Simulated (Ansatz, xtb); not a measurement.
Relative energy of two structures of CH6FGeN

We compare X, a singlet given by its coordinates, with Y, `[CH3][Ge@H]([NH2])[F]`, a singlet. Both are isolated molecules in the gas phase, relaxed with PBE0-D3(BJ)/def2-SVP; the shapes shown needn't be the lowest conformers.

X (Å):

```yaml
atoms:
  - { symbol: C, position_ang: [0.2595, 0.8603, 0.4633] }
  - { symbol: F, position_ang: [-2.0990, 1.6822, -0.8660] }
  - { symbol: Ge, position_ang: [-1.7034, 1.1174, 0.8074] }
  - { symbol: N, position_ang: [-2.0676, -0.8518, -0.1125] }
  - { symbol: H, position_ang: [0.6950, 0.1088, 1.1440] }
  - { symbol: H, position_ang: [0.4640, 0.5754, -0.5821] }
  - { symbol: H, position_ang: [0.7816, 1.8123, 0.6556] }
  - { symbol: H, position_ang: [-2.9153, -1.3344, 0.1818] }
  - { symbol: H, position_ang: [-2.1970, -0.5112, -1.0688] }
  - { symbol: H, position_ang: [-1.2875, -1.5085, -0.0947] }
```

Close contacts (Å): C1–Ge3 2.01, F2–Ge3 1.81, Ge3–N4 2.20, C1–H5 1.10, C1–H6 1.10, C1–H7 1.10, N4–H8 1.02, N4–H9 1.02, N4–H10 1.02.

Y (Å):

| atom | x (Å) | y (Å) | z (Å) |
| --- | --- | --- | --- |
| C | -0.8683 | 0.8075 | -0.1478 |
| F | -1.3885 | -1.7664 | 1.1898 |
| Ge | -0.7467 | -0.1625 | 1.5173 |
| N | 0.9831 | -0.2644 | 2.0517 |
| H | -1.9019 | 0.7952 | -0.5207 |
| H | -0.2207 | 0.3382 | -0.9026 |
| H | -0.5495 | 1.8499 | -0.0056 |
| H | -1.5865 | 0.3709 | 2.6859 |
| H | 1.1514 | -0.7299 | 2.9387 |
| H | 1.6418 | -0.6121 | 1.3607 |

Energies in hartree; the thermal terms are from PBE0-D3(BJ)/def2-SVP harmonic frequencies (ideal gas, rigid rotor, one conformer each, 298.15 K, 1 atm) and include the zero-point energy:

|  | X | Y |
| --- | --- | --- |
| E, CCSD(T)/def2-SVP | −2271.027904 | −2271.045191 |
| E, MP2/def2-SVP | −2270.977720 | −2270.999189 |
| E, MP2/def2-TZVPP | −2271.652873 | −2271.677320 |
| zero-point energy | 0.076092 | 0.073019 |
| H(298 K) − E | 0.084283 | 0.080718 |
| G(298 K) − E | 0.044996 | 0.042476 |

Task: Correct the CCSD(T) difference for the basis set by the MP2 change, then work out ΔE, ΔE₀, ΔH and ΔG for X → Y in kJ/mol (1 Eh = 2625.50 kJ/mol) and the equilibrium ratio [Y]/[X].

Result: 1. Differences Y − X: CCSD(T) −0.017287, MP2 in the small set −0.021469, MP2 in the large set −0.024447 Eh.
2. ΔE = −0.017287 + (−0.024447 − (−0.021469)) = −0.020265 Eh = −53.21 kJ/mol.
3. ΔE₀ = ΔE + ΔZPE = −0.020265 + (−0.003073) Eh = −61.27 kJ/mol.
4. ΔH = ΔE + (−0.003565) Eh = −62.57 kJ/mol.
5. ΔG = ΔE + (−0.002520) Eh = −59.82 kJ/mol, so ΔS = (ΔH − ΔG)/T = −9.2 J/(mol K).
6. kT = 0.9442 mEh, so K = [Y]/[X] = exp(−ΔG/kT) = exp(+24.13) ≈ 3.0 × 10^10.

Structure Y is favoured at this temperature. An error of 4 kJ/mol in ΔG would change K by a factor of 5. Mirror images and further conformers aren't counted.

Other levels gave ΔE = −36.6 (PBE0-D3(BJ)/def2-SVP); −58.0 (HF/def2-SVP); −56.4 (MP2/def2-SVP); −45.4 (CCSD(T)/def2-SVP) kJ/mol. The correlated steps freeze 12 core orbitals; the filled d shell of Ge is correlated, in a basis made for valence electrons. Programs: Ansatz 0.2.0.
